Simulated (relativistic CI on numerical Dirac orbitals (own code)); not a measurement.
Crystal-field levels of Rh⁷⁺, 4d2

Calculated by Dirac-Coulomb-Breit CI, separate exchange-only KLI orbitals for each configuration, model QED (radiative potential, 1s self-energy scaled to tabulated hydrogen-like ionisation energies), valence Slater integrals scaled by 0.65, one configuration in a parametric crystal field (own radial code).

Field parameters in Wybourne normalisation: Td as Oh with Dq negative (B⁴₀ = 21Dq, B⁴₄ = √(5/14) B⁴₀). The field is a parameter set, without covalency.

S and J are read from ⟨S²⟩ = S(S + 1) and ⟨J²⟩ = J(J + 1) of each level; they are not fictitious spins.

Td, 10Dq = -3800 cm⁻¹, the lowest 10 levels:

| E (cm⁻¹) | Degeneracy | Irrep | S | J |
| --- | --- | --- | --- | --- |
| 0.0 | 3 | T2 | 0.98 | 2.35 |
| 2608 | 2 | E | 0.94 | 2.12 |
| 4953 | 1 | A2 | 1.00 | 3.00 |
| 5393 | 3 | T2 | 0.99 | 3.14 |
| 5621 | 3 | T1 | 1.00 | 3.08 |
| 8678 | 3 | T2 | 0.99 | 3.65 |
| 9796 | 2 | E | 0.98 | 3.91 |
| 10525 | 3 | T1 | 0.98 | 3.84 |
| 10814 | 1 | A1 | 0.96 | 3.68 |
| 13182 | 2 | E | 0.33 | 2.37 |

Td, 10Dq = -6800 cm⁻¹, the lowest 16 levels:

| E (cm⁻¹) | Degeneracy | Irrep | S | J |
| --- | --- | --- | --- | --- |
| 0.0 | 3 | T2 | 0.99 | 2.65 |
| 5224 | 2 | E | 0.90 | 2.30 |
| 7202 | 1 | A2 | 1.00 | 3.00 |
| 7640 | 3 | T2 | 0.99 | 3.22 |
| 8071 | 3 | T1 | 1.00 | 3.15 |
| 12167 | 3 | T2 | 0.99 | 3.32 |
| 12833 | 2 | E | 0.85 | 3.51 |
| 13682 | 1 | A1 | 0.92 | 3.16 |
| 13825 | 2 | E | 0.51 | 2.94 |
| 13995 | 3 | T1 | 0.98 | 3.53 |
| 17717 | 3 | T2 | 0.45 | 2.25 |
| 19766 | 1 | A1 | 0.93 | 2.17 |
| 20602 | 3 | T1 | 0.95 | 1.90 |
| 20720 | 1 | A1 | 0.30 | 3.88 |
| 22552 | 2 | E | 0.96 | 2.29 |
| 23431 | 3 | T1 | 0.19 | 3.93 |

Td, 10Dq = -9850 cm⁻¹, the lowest 16 levels:

```csv
E (cm⁻¹),Degeneracy,Irrep,S,J
0.0,3,T2,0.99,2.82
7652,2,E,0.78,2.47
9875,1,A2,1.00,3.00
10277,3,T2,0.99,3.22
10851,3,T1,1.00,3.19
14031,2,E,0.50,2.87
16069,3,T2,1.00,3.09
16225,1,A1,0.82,2.91
16925,2,E,0.94,3.45
17434,3,T1,0.98,3.18
20855,3,T2,0.35,2.43
21700,1,A1,0.36,3.47
24763,3,T1,0.66,2.96
25237,1,A1,0.98,2.88
26699,2,E,0.99,2.33
26789,3,T1,0.60,3.48
```

The free-ion ground term has S = 1. Every field shown keeps that spin.

Levels of this model without a field, named by their leading LS term (the scale mimics covalency, so terms lie below those of the real free ion): ³F2 0, ³F3 3626, ³F4 7236, ³P0 12759, ¹D2 12799, ³P1 14524, ³P2 18581, ¹G4 19606 cm⁻¹.
